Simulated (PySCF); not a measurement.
PySCF job for fluoro(fluorosilylsulfanyl)silane (F₂H₄SSi₂), SMILES F[SiH2]S[SiH2]F, TPSSh-D3(BJ)/def2-SVP. 

```python
import numpy as np
from pyscf import gto, scf, dft
import os
os.environ['JAX_PLATFORMS'] = 'cpu'
from ase import Atoms, units
from ase.calculators.calculator import Calculator, all_changes
from sella import Sella

mol = gto.M(
    atom='''
    Si   -1.88700004    0.01603994    0.11657980
    F    -1.67637069    1.24877227    1.12844965
    S    -0.10915561   -0.22679269   -1.04349110
    Si    1.44916511   -0.19103305    0.42707703
    F     2.78854202   -0.47328504   -0.39973325
    H    -2.11772750   -1.11422256    0.99285024
    H    -2.92284949    0.39042469   -0.81555793
    H     1.30578613   -1.30332998    1.34468706
    H     1.60142787    1.12632908    1.00423530
    ''',
    basis='def2-SVP',
    charge=0,
    spin=0,
    max_memory=1600,
    verbose=3,
)
mf = dft.RKS(mol, xc='tpssh').density_fit(auxbasis='def2-universal-jkfit')
mf.disp = 'd3bj'
mf.grids.level = 4
mf.conv_tol = 1e-9
mf.max_cycle = 100
mf.kernel()
grad = mf.nuc_grad_method()
grad.grid_response = mol.nao <= 150
scan = grad.as_scanner()
scan.verbose = scan.base.verbose = 0
class SCF(Calculator):
    implemented_properties = ['energy', 'forces']
    def calculate(self, atoms=None, properties=None, system_changes=all_changes):
        super().calculate(atoms, properties, system_changes)
        e, g = scan(mol.set_geom_(self.atoms.positions, unit='Angstrom', inplace=False))
        assert scan.converged
        self.results = {'energy': float(e) * units.Hartree, 'forces': -np.asarray(g) * units.Hartree / units.Bohr}
atoms = Atoms(mol.elements, mol.atom_coords(unit='Angstrom'), calculator=SCF())
conv = Sella(atoms, order=0, internal=True, allow_fragments=True).run(fmax=0.002, steps=150)
mol_eq = mol.set_geom_(atoms.positions, unit='Angstrom', inplace=False)
print(mol_eq.tostring(format='xyz'))
mf.reset(mol_eq)
mf.verbose = 3
mf.kernel()
```

Output:

```
converged SCF energy = -1179.01681997424
     Step          Energy         fmax         cmax       rtrust          rho
Sella   0   -32082.681818       1.0304       0.0000       0.1000       1.0000
Sella   1   -32082.779018       1.0304       0.0000       0.1000       1.3092
Sella   2   -32082.808329       0.5088       0.0000       0.1000       1.1532
Sella   3   -32082.821959       0.2112       0.0000       0.1000       1.1455
Sella   4   -32082.833816       0.1080       0.0000       0.1000       1.0415
Sella   5   -32082.844042       0.1381       0.0000       0.1000       1.0454
Sella   6   -32082.853165       0.1589       0.0000       0.1150       0.9917
Sella   7   -32082.861256       0.0999       0.0000       0.1322       1.0084
Sella   8   -32082.869867       0.0535       0.0000       0.1322       1.1215
Sella   9   -32082.878679       0.0918       0.0000       0.1322       1.0663
Sella  10   -32082.888251       0.0962       0.0000       0.1322       0.9287
Sella  11   -32082.895654       0.0431       0.0000       0.1521       1.0050
Sella  12   -32082.903379       0.0510       0.0000       0.1749       0.9675
Sella  13   -32082.909196       0.0610       0.0000       0.1749       0.8838
Sella  14   -32082.911521       0.0370       0.0000       0.1749       1.3283
Sella  15   -32082.911985       0.0283       0.0000       0.1749       0.9737
Sella  16   -32082.912149       0.0228       0.0000       0.1749       1.3693
Sella  17   -32082.912223       0.0135       0.0000       0.1749       1.2274
Sella  18   -32082.912238       0.0075       0.0000       0.1749       1.2520
Sella  19   -32082.912241       0.0038       0.0000       0.1749       1.2330
Sella  20   -32082.912242       0.0021       0.0000       0.1749       1.3039
9
XYZ from PySCF
Si         -1.78456066       -0.07408838        0.10149789
F          -2.25583600        0.66977250        1.46964390
S          -0.10568313        0.93744214       -0.76446765
Si          1.44270227        0.04430690        0.41711813
F           1.84206993       -1.41694975       -0.17667619
H          -1.42172690       -1.46310612        0.46161711
H          -2.88757776        0.00852595       -0.87781895
H           0.98037976       -0.16134920        1.80802054
H           2.62205029        0.92834862        0.31616200
converged SCF energy = -1179.02528790798
```

The run converged.
